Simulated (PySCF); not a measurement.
This PySCF input asks for the NMR shieldings of SMILES C=C[P@](=O)([O-])C1CCC1, [C6H10O2P]-; the geometry comes from PBE0-D3(BJ)/def2-SVP.

```python
import basis_set_exchange as bse
import numpy as np
from pyscf import gto, dft
from pyscf.prop import nmr

atoms = """
C     2.765330   -1.512276    0.490409
C     2.265725   -0.275664    0.550064
P     1.035799    0.318247   -0.686252
O     0.721861   -0.851151   -1.604377
O     1.499270    1.668124   -1.185345
C    -0.453323    0.623412    0.384947
C    -1.298232   -0.636926    0.659710
C    -2.159127   -0.264238   -0.563264
C    -1.611774    1.173849   -0.475341
H     2.386368   -2.187782   -0.286097
H     3.546911   -1.878450    1.169072
H     2.629247    0.439623    1.301336
H    -0.145727    1.236497    1.249078
H    -1.863480   -0.570883    1.607012
H    -0.765934   -1.600118    0.616525
H    -1.755472   -0.764343   -1.454607
H    -3.251246   -0.411632   -0.496978
H    -2.277761    1.844411    0.096082
H    -1.316944    1.678318   -1.409421
"""
names = dict.fromkeys(["C", "P", "O", "H"], "pcSseg-1")
basis = {el: gto.basis.parse(bse.get_basis(n, elements=[el], fmt="nwchem")) for el, n in names.items()}
mol = gto.M(atom=atoms, basis=basis, charge=-1, verbose=0)
mf = dft.RKS(mol, xc="PBE0")
mf.grids.level = 2
mf.grids.alignment = dft.numint.BLKSIZE   # the property module wants whole blocks of grid points
mf.conv_tol = 1e-9
mf.kernel()

calc = nmr.RKS(mf)   # GIAO
C = mf.mo_coeff
Co = C[:, mf.mo_occ > 0]
resp = mf.gen_response(singlet=True, hermi=2)
def vind(x):   # induced exchange potential for any number of trial vectors
    d = np.einsum("pi,xij,qj->xpq", C, 2 * x.reshape(-1, C.shape[1], Co.shape[1]), Co, optimize=True)
    return np.einsum("xpq,pi,qj->xij", resp(d - d.transpose(0, 2, 1)), C, Co, optimize=True).ravel()
mo1, _ = nmr.rhf.solve_mo1(calc, with_cphf=vind)
sigma = calc.kernel(mo1)
for i, s in enumerate(sigma):   # ppm
    print("%2d %-2s %9.2f" % (i, mol.atom_pure_symbol(i), np.trace(s) / 3))
```

Problem. What does it print?

Solution. 
```
 0 C      57.20
 1 C      26.28
 2 P     313.47
 3 O     213.70
 4 O     185.61
 5 C     146.79
 6 C     156.61
 7 C     160.96
 8 C     158.48
 9 H      25.16
10 H      25.90
11 H      25.03
12 H      29.98
13 H      29.79
14 H      29.47
15 H      28.08
16 H      30.21
17 H      29.64
18 H      28.82
```

These numbers come from an equivalent density-fitted implementation of the same equations, which agrees with the script to about 0.01 ppm for H and up to a few tenths of a ppm for heavy atoms, so last digits may differ.

Problem. Turn these shieldings into chemical shifts. Scale: TMS for ¹³C (σref 184.41), ¹H (σref 31.27); H3PO4 for ³¹P (σref 310.13); ¹⁷O (σref 334.56) vs H2O (reference shieldings calculated alike).

Solution. Averaging equivalent atoms: C 1: 158.1; C 0: 127.2; C 5: 37.6; C 6: 27.8; C 8: 25.9; C 7: 23.5; P 2: -3.3; O 4: 148.9; O 3: 120.9; H 11: 6.24; H 9: 6.10; H 10: 5.37; H 15: 3.19; H 18: 2.45; H 14: 1.80; H 17: 1.63; H 13: 1.47; H 12: 1.28; H 16: 1.06 ppm. Experimental scales use liquid or dissolved standards, which lie at an offset from isolated H2O (liquid H2O: subtract about 36 ppm) and H3PO4.

Size and cost of the density-fitted run: 210 basis functions, 37 s wall time on 1 thread of an Arm Neoverse V1, shared host; peak memory 1 GiB.
